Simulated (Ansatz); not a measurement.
H₈N₄Ti, SMILES `[NH2][Ti]([NH2])([NH2])[NH2]`, relaxed with RKS PBE-D4/def2-SVP in Ansatz 0.2.0 from a rough embedded geometry. The force threshold is 0.03 eV/Å; the program also tests the step.

The species carries charge 0 and has multiplicity 1.

Start:

```xyz
13

N    -1.549   -1.048   -0.174
Ti   -0.012    0.185    0.094
N     0.154    0.586    2.094
N     1.745   -0.631   -0.606
N    -0.327    1.912   -0.962
H    -1.478   -1.500   -1.171
H    -1.441   -1.866    0.461
H    -0.782    0.939    2.383
H     0.337   -0.256    2.574
H     1.630   -0.734   -1.601
H     1.690   -1.670   -0.200
H     0.531    2.494   -0.922
H    -0.497    1.588   -1.969
```

Problem. By how much does the energy fall, and how many steps does the optimiser take? (Estimate.)

Solution. Computed: 150.70 kJ/mol, in 7 steps.

Problem. Which bonds change most? (Estimate.)

Solution. The calculation gave: Ti2–N4 from 2.060 to 1.898 Å; Ti2–N5 from 2.049 to 1.897 Å; Ti2–N3 from 2.046 to 1.898 Å; N1–Ti2 from 1.988 to 1.897 Å.

Problem. Give the relaxed structure. (Best estimate.)

Solution. Computed: 
```xyz
13

N    -1.448   -1.173   -0.335
Ti    0.004    0.001    0.003
N     0.076    0.411    1.855
N     1.608   -0.846   -0.556
N    -0.240    1.611   -0.968
H    -1.476   -1.784   -1.159
H    -2.217   -1.418    0.296
H    -0.501    1.147    2.276
H     0.742    0.064    2.553
H     2.346   -0.458   -1.152
H     1.791   -1.843   -0.395
H     0.239    2.482   -0.712
H    -0.924    1.805   -1.706
```
